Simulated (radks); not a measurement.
Task: Species: Ag. Configuration: [Kr] 4d7 5s2 5p2 (not the ground configuration). All-electron calculation, Dirac Kohn-Sham, PBEsol, spin-unpolarised, spherical densities, point nucleus; open shells fill j = l - 1/2 first. Program: a radial shooting solver on a logarithmic mesh with Libxc functionals.

Spin-orbit splittings of the eigenvalues, e(l+1/2) - e(l-1/2), with zeta = 2 splitting/(2l+1) and mean radii in bohr:

shell  occ.  splitting (eV)  zeta (eV)  <r> j=l-1/2  <r> j=l+1/2
2p        6           175.2      116.8       0.1141       0.1192
3p        6           30.93      20.62       0.3601       0.3711
3d       10           6.234      2.494       0.3437       0.3472
4p        6           5.315      3.544       0.9615       0.9904
4d        7          0.6866     0.2746        1.239        1.254
5p        2               ?          ?        3.328        3.464

Estimate the 5p splitting.

Result: 0.3605 eV (zeta = 0.2403 eV).
